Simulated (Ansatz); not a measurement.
H7MgNSi2, SMILES `[MgH][N]([SiH3])[SiH3]`, relaxed with RKS PBE-D4/def2-SVP in the Gaussian-basis code of Ansatz from a rough embedded geometry. The force threshold is 0.03 eV/Å; the program also tests the step.

Charge 0, multiplicity 1.

Start:

```xyz
11

Mg    0.132   -0.598    2.002
N    -0.646    0.295    0.372
Si    0.623    1.385   -0.235
Si   -0.942   -0.931   -0.861
H     0.826   -1.445    3.472
H     0.854    2.461    0.779
H     0.130    2.066   -1.489
H     1.821    0.700   -0.474
H     0.409   -1.647   -1.078
H    -1.869   -1.921   -0.376
H    -1.338   -0.365   -2.112
```

**Question.** By how much does the energy fall, and how many steps does the optimiser take? (Estimate.)

**Answer.** The calculation gave: 18.42 kcal/mol, in 10 steps.

**Question.** Which bonds change most? (An estimate is asked.)

**Answer.** The calculation gave: Mg1–H5 from 1.834 to 1.696 Å; Si3–H8 from 1.401 to 1.511 Å; Si4–H11 from 1.429 to 1.511 Å; Si4–H10 from 1.441 to 1.518 Å.

**Question.** Give the relaxed structure. (Best estimate.)

**Answer.** Computed: 
```xyz
11

Mg   -0.103   -0.490    2.101
N    -0.010   -0.047    0.204
Si    0.822    1.416   -0.259
Si   -0.763   -1.138   -0.931
H    -0.183   -0.876    3.751
H     1.321    2.067    1.018
H    -0.060    2.420   -0.963
H     2.022    1.178   -1.147
H     0.202   -1.750   -1.919
H    -1.368   -2.272   -0.122
H    -1.879   -0.508   -1.733
```
